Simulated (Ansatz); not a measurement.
A made-up structure of LiAlBH2F, closed shell:

```
6
angstrom
Li -2.3558 0.9261 -0.0551
Al -0.0918 0.5577 -0.4687
B 0.3546 -0.6354 0.4456
F 0.7237 -0.2615 1.6549
H 1.1468 1.1487 -1.5389
H 0.2226 -1.7356 -0.0378
```

It is relaxed with PBE-D4/def2-SVP and then PBE0-D4/def2-TZVP (Ansatz 0.2.0). Atoms count as bonded within 1.22 times the sum of their covalent radii (H–H: 0.88 Å). The end point is not checked to be a true minimum.

Task: Does its bonding change? (A judgement: the text doesn't fix the answer.)

Result: By the calculation: No: no bond forms or breaks.

Where it ends: The first stage lowers the energy by 4.18 eV in 18 steps. It ends as LiAlBH₂F ([Li][AlH][BH][F]):
```csv
atom,x (Å),y (Å),z (Å)
Li1,-2.7614,1.5700,-0.5519
Al2,-0.2549,0.7250,-0.5883
B3,0.5572,-0.8663,0.6144
F4,1.0388,-0.6804,1.8491
H5,0.8713,1.2889,-1.6039
H6,0.5490,-2.0372,0.2807
```

Labels in which every atom is bracketed show which atoms are joined, not bond orders.

For scale, one of the runs: PBE0-D4/def2-TZVP relaxation, 125 basis functions, launched by `ansatz run in.yaml --threads 2 --pin off --events-out ev --progress --plain --max-ram 4352MiB`. The run took about 25 s on 2 CPU threads of an Arm Neoverse V2 (shared host).
